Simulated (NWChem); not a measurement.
# Correlation energy of Ga (-1)

```xyz
1

Ga     0.0000     0.0000     0.0000
```
Charge -1, spin multiplicity 3.

All runs are NWChem calculations.

Basis set: def2-SVPD. Each correlation energy counts from its own Hartree-Fock reference.

The Hamiltonian is non-relativistic. The correlated methods keep 9 core orbitals frozen. The stability of the SCF solutions was not checked. Open-shell Hartree-Fock references start from PBE0 orbitals. No row is a measurement; the coupled-cluster row has its own basis-set and correlation limits.

| method | correlation energy (mHa) |
|---|---|
| UMP2 | -184.6 |
| SCS-UMP2 | -168.5 |
| CCSD on UHF | ? |
| CCSD[T] on UHF | -193.6 |
| CCSD(T) on UHF | ? |
| CCSD on ROHF | -189.2 |
| CCSD[T] on ROHF | -197.3 |
| CCSD(T) on ROHF | -196.1 |
| CCSDT on ROHF | -196.1 |

### Question
What belongs in the gaps?

### Answer

- CCSD on UHF, correlation energy (mHa): -185.8
- CCSD(T) on UHF, correlation energy (mHa): -192.4
